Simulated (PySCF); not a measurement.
Geometry:
```csv
atom,x (Å),y (Å),z (Å)
N1,0.032,1.797,-0.701
Si2,-0.253,0.157,-1.165
O3,-1.842,-0.083,-0.903
Si4,-3.153,-0.423,-0.029
Si5,1.048,-1.122,0.238
Si6,2.845,-0.036,1.218
H7,-0.648,2.494,-0.961
H8,0.959,2.180,-0.777
H9,-0.197,-0.088,-2.616
H10,-3.224,0.504,1.100
H11,-3.031,-1.806,0.432
H12,-4.267,-0.248,-0.958
H13,0.242,-1.765,1.295
H14,1.571,-2.284,-0.511
H15,3.441,-0.729,2.363
H16,3.948,0.152,0.266
H17,2.522,1.312,1.700
```

- GFN2-xTB structure
- σ from GIAO-PBE0/pcSseg-1
- run in PySCF 2.14.0 with density-fitted response routines
- rapidly exchanging positions averaged, one computed conformer, no relativistic terms, isolated molecule

References, each an isolated molecule treated in the same way: TMS for 1H, 29Si; NH3 for 15N; 17O vs H2O.

| atoms | nucleus | count | Hirshfeld charge | δ (ppm) |
| --- | --- | --- | --- | --- |
| Si4 | 29Si | 1 | 0.39 | ? |
| H10/H11/H12 | 1H | 3 | -0.08 | 5.16 |
| Si2 | 29Si | 1 | 0.37 | ? |
| Si5 | 29Si | 1 | 0.14 | -136.7 |
| O3 | 17O | 1 | -0.30 | 28.6 |
| H14 | 1H | 1 | -0.08 | 3.20 |
| Si6 | 29Si | 1 | 0.21 | -120.3 |
| H15/H16/H17 | 1H | 3 | -0.08 | ? |
| H13 | 1H | 1 | -0.07 | 3.45 |
| H7/H8 | 1H | 2 | 0.12 | ? |
| N1 | 15N | 1 | -0.32 | 31.1 |
| H9 | 1H | 1 | -0.10 | 6.00 |

Q: Complete the table.

A: 
- H15/H16/H17: 3.50 ppm, hydrogen on a silicon bonded to Si
- H7/H8: 0.40 ppm, hydrogen on a nitrogen bonded to Si; labile proton, position sensitive to the medium
- Si2: -13.7 ppm, silicon bonded to N, O, Si, H
- Si4: -46.3 ppm, silicon bonded to O, 3 H

The OH or NH signal is concentration- and solvent-dependent in practice; the value given is the gas-phase one. Experimental scales use liquid or dissolved standards, which lie at an offset from isolated NH3 (liquid NH3: subtract about 20 ppm) and H2O (liquid H2O: subtract about 36 ppm).
